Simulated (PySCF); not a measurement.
C₃H₄ClFSi, SMILES C#C[Si@H](Cl)CF.

The structure is a stationary point at PBE-D3(BJ)/def2-SVP. The structure was generated by enumeration; whether it is a known compound was not checked. Other conformers were not sampled.

Two levels are set side by side: TDDFT-PBE/def2-SVPD (PySCF) and TDDFT-CAM-B3LYP/def2-SVPD (PySCF). Vertical, same geometry. The lowest singlet is HOMO→LUMO 99 % with PBE and HOMO→LUMO 65 %, HOMO−2→LUMO 11 % with the other functional; states are paired by order. Differences are taken from unrounded values.

```
quantity                               TDDFT-CAM-B3LYP
-------------------------------------  ---------------
lowest singlet excitation (eV)                    5.64
lowest triplet excitation (TDA) (eV)              4.67
first bright state (f over 0.05) (eV)             7.79
its oscillator strength                           0.28
```

Question: What does TDDFT-PBE give, and how far is it from TDDFT-CAM-B3LYP? (The exact figures need the calculation; the answer reports its results.)

Answer: 
```
quantity                               TDDFT-PBE  TDDFT-PBE minus TDDFT-CAM-B3LYP
-------------------------------------  ---------  -------------------------------
lowest singlet excitation (eV)              5.24                            -0.40
lowest triplet excitation (TDA) (eV)        4.63                            -0.04
first bright state (f over 0.05) (eV)       6.98                            -0.81
its oscillator strength                     0.12                            -0.16
```

A lower first singlet is the usual sign of a functional without exact exchange. Differences between two approximate levels are no errors against the true value.

Rough cost on one machine, each run with all the roots and properties that it gave: TDDFT-CAM-B3LYP against TDDFT-PBE about 7 times.
